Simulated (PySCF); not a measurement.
Computed Raman spectrum (relative Raman activity) of a molecule CH4ClNOSi2. Geometry: TPSSh-D3(BJ)/def2-SVP. The values are those of a single conformer. All values below come from TPSSh-D3(BJ)/def2-SVP in PySCF. Frequencies are harmonic and unscaled.

Lines under 2 % of the strongest are left out, and lines within 2 cm⁻¹ are merged.

| ν (cm⁻¹) | relative intensity |
|---|---|
| 393 | 3.8 |
| 460 | 4.1 |
| 558 | 2.3 |
| 592 | 5.7 |
| 642 | 4.9 |
| 931 | 4.2 |
| 957 | 2.9 |
| 1295 | 2.2 |
| 2233 | 87 |
| 2246 | 43 |
| 3029 | 100 |
| 3815 | 62 |

### Question
Which structure fits?
A. O[Si@@]1(Cl)N=C[SiH2]1
B. Cl[Si@H]1OC=N[SiH2]1
C. N#CO[SiH2][SiH2]Cl
D. [SiH3]C1=N[Si@H](Cl)O1

### Answer
A, O[Si@@]1(Cl)N=C[SiH2]1
